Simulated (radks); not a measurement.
Values are calculated unless marked as measured or tabulated.
Question: These are the eigenvalues of the occupied orbitals of an atom or ion with whole-number occupations (hartree). Level of theory: scalar-relativistic Kohn-Sham, BLYP, spin-polarised, spherical densities, finite nucleus; Fermi nuclear charge, rms radius of each element as measured or else 0.836 A^(1/3) + 0.57 fm (a radial shooting solver on a logarithmic mesh with Libxc functionals).

| orbital | eigenvalue |
|---|---|
| 1s up | -2108.779 |
| 1s down | -2108.779 |
| 2s up | -354.7187 |
| 2s down | -354.7179 |
| 2p up | -313.8523 |
| 2p down | -313.8517 |
| 3s up | -79.88608 |
| 3s down | -79.85511 |
| 3p up | -67.45167 |
| 3p down | -67.42076 |
| 3d up | -51.86893 |
| 3d down | -51.84527 |
| 4s up | -16.19578 |
| 4s down | -16.12928 |
| 4p up | -12.10549 |
| 4p down | -12.04015 |
| 4d up | -6.62453 |
| 4d down | -6.56067 |
| 5s up | -2.44648 |
| 5s down | -2.41618 |
| 5p up | -1.50363 |
| 5p down | -1.48206 |
| 4f up | -0.66224 |
| 4f down | -0.60724 |

Which element is it, and in what charge state? The configuration may be excited. Open shells, if any, are filled with parallel spins first.

Answer: Z = 68, erbium, charge +2: Er2+ in [Xe] 4f12. The list shows which subshells hold electrons but not how many an open one holds; the 1s level, -2108.8 hartree, gives Z - s = 64.9 by -(Z - s)^2/2, which with screening and relativity narrows Z to a few neighbours, and the depths of the outer levels then fix element, charge and occupations together.
